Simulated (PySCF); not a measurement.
F₃Ga, charge -1, doublet, geometry from GFN2-xTB (such geometries of metal compounds can be far from the true shape) (a state made from the parent by changing its charge; the spin is typed, not shown lowest) (a gas-phase anion, which may not be bound at this level); M06L/pcseg-1 run with PySCF.

Here is a job for PySCF.
```python
from pyscf import gto, scf, dft

mol = gto.Mole()
mol.atom = '''
    Ga   -0.01722873   -0.01289214    0.01677559
    F    -1.70650775   -1.08516163    0.06884693
    F    -0.00265406    1.82219157   -0.78423006
    F     1.67419195   -0.80060532    0.73468508
'''
mol.basis = 'pcseg-1'
mol.charge = -1
mol.spin = 1
mol.verbose = 3
mol.build()

mf = dft.UKS(mol)
mf.xc = 'm06l'
mf.grids.prune = dft.gen_grid.sg1_prune
mf.kernel()
mf.analyze()
```

What the program printed (banner, timings and long lists left out):

```
Traceback (most recent call last):
  File "input.py", line 19, in <module>
  File "<string>", line 2, in kernel
  File "site-packages/pyscf/scf/hf.py", line 2099, in scf
  File "site-packages/pyscf/scf/hf.py", line 132, in kernel
  File "site-packages/pyscf/dft/uks.py", line 42, in get_veff
  File "site-packages/pyscf/dft/uks.py", line 192, in initialize_grids
  File "site-packages/pyscf/dft/rks.py", line 506, in initialize_grids
  File "site-packages/pyscf/dft/gen_grid.py", line 653, in build
  File "<string>", line 6, in gen_atomic_grids
  File "site-packages/pyscf/dft/gen_grid.py", line 318, in gen_atomic_grids
  File "site-packages/pyscf/dft/gen_grid.py", line 81, in sg1_prune
IndexError: index 31 is out of bounds for axis 0 with size 19
```

The run crashed.
